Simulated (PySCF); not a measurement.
**Stationary points of Bi2Se**

Computed with PBE0 in PySCF with Se def2-TZVP, Bi def2-TZVP with ECP60; scalar-relativistic core potentials, no spin–orbit coupling; density-fitted integrals.

Relaxations began from a few typed shapes. The search is not exhaustive: other isomers or separated fragments can lie lower, and high-lying points may rest on an excited occupation.

(1) Order these stationary points by electronic energy, lowest first, in kJ/mol from the lowest minimum.
A. singlet D∞h: Se–Bi 2.447 Å (×2); Bi–Se–Bi 180.0°
B. singlet C2v: Bi–Bi 3.206 Å, Se–Bi 2.557 Å (×2); Bi–Bi–Se 51.2° (×2), Bi–Se–Bi 77.7°

(2) Which of them are minima?

Results:

(1) B (0.0), A (81.5).

(2) By energy in kJ/mol, 0.0: minimum; 81.5: minimum.

For the lowest minimum: the small gap makes a closed-shell description doubtful. No spin–orbit coupling is included, which matters more the heavier the element.
